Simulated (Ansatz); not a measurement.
Consider the formal exchange of groups at a C–Al bond: `[CH3][Al]([C]#N)[C]#N` + `F[SiH2][SiH2]Cl` → `N#C[SiH](Cl)[SiH2]F` + `[CH3][AlH][C]#N`.

Calculated with Ansatz (gas phase, PBE0-D4/def2-TZVP geometries, no zero-point term in ΔE). CCSD(T)/CBS adds triple-zeta CCSD(T) − MP2 to the extrapolated MP2 energy (def2 sets, frozen cores). This one scheme is used for every species. Functionals use def2-TZVPP. One conformer a species, not always the lowest.

```tsv
level	ΔE (kcal/mol)	difference from CCSD(T)/CBS
PBE0-D4	7.7	-0.9
ωB97M-V	8.2	-0.4
B2PLYP	8.5	-0.1
PBE	7.8	-0.8
MP2/def2-TZVPP	8.2	-0.4
CCSD/def2-TZVPP	8.8	0.2
HF/def2-QZVPP	9.3	0.7
MP2/def2-QZVPP	8.3	-0.3
HF/CBS(def2)	9.3	0.7
CCSD/CBS(def2)	8.9	0.3
CCSD(T)/CBS	8.6	0
```

Largest T1 diagnostic among the species: 0.013.

The D4 term adds −0.8 kcal/mol with B3LYP and −0.5 kcal/mol with PBE0; it sums over pairs of atoms, weighted by their polarisabilities, and B3LYP, whose exchange is more repulsive, gets the larger term. In def2-TZVPP, CCSD(T) changes the Hartree–Fock value by −0.8 kcal/mol (the triples alone add −0.2 kcal/mol) and MP2 by −1.1 kcal/mol.

B3LYP here is the variant with VWN-RPA as its local correlation; programs differ in this.
